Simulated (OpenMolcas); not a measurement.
Be+: effect of the level shift or regulariser

| Item | Value |
| --- | --- |
| Program | OpenMolcas 26.06 |
| Basis | ANO-RCC-VTZP [4s3p2d1f] |
| Scalar Hamiltonian | DKH2, point nucleus |
| Active space | 1 electron in 4 orbitals (2s 2p) |
| State averaging | 2S+1 = 2 even, 1 root; 2S+1 = 2 odd, 3 roots |
| Spin-orbit coupling | state interaction with AMFI integrals over the reference wave functions, term energies averaged over their components |

Methods on the same reference wave functions:
A. CASSCF
B. SS-CASPT2, IPEA 0.25 Eh, imaginary shift 0.1 Eh (closed shells correlated: 1s)
C. SS-CASPT2, IPEA 0.25 Eh, real shift 0.2 Eh (closed shells correlated: 1s)

Energies in cm-1 above 2s 2S 1/2, the measured ground level; measured values from NIST Handbook of Basic Atomic Spectroscopic Data.

```tsv
Level	A	B	C	Measured
2s 2S 1/2	0.0	0.0	0.0	0.0
2p 2P* 1/2	32864	32760	32760	31929
2p 2P* 3/2	32869	32765	32765	31935
```

Deviations, from unrounded energies. A percentage is the sum of absolute deviations over the sum of measured energies, with the sign that they share, or ± where signs differ.

| Against measurement | Levels | A | B | C |
| --- | --- | --- | --- | --- |
| mean absolute deviation (cm-1) | 2 | 930 | 830 | 830 |
| other configurations (%) | 2 | +2.9 | +2.6 | +2.6 |

B, C lie about equally close to measurement and A furthest from it. The largest miss of B in the table is 2p 2P* 1/2, by +830 cm-1. The ranking rests on the paired levels alone, and a cruder setting can come out closer through cancelling errors.

Between B and C no level of the table moves by more than 5 cm-1.

The lowest spin-free term lies below A's lowest term by 0.035 hartree in B, 0.035 hartree in C.

ANO sets are built for ground and valence states and can reach diffuse excited orbitals poorly. With one active electron the reference holds no correlation, so core polarisation is missing (holds for A). With one active electron, CASPT2 adds the correlation within the correlated inactive shells and between them and that electron, and leaves the splitting within a term as the reference gives it (holds for B; C). Measured partners are found by configuration, term and J. A level has none where our copy of the source lacks it or the pairing is in doubt (some pairs that miss far off the trend of their configuration count as doubtful), and it then counts in no deviation. Levels of configurations outside the active space are missing.

* marks odd parity.
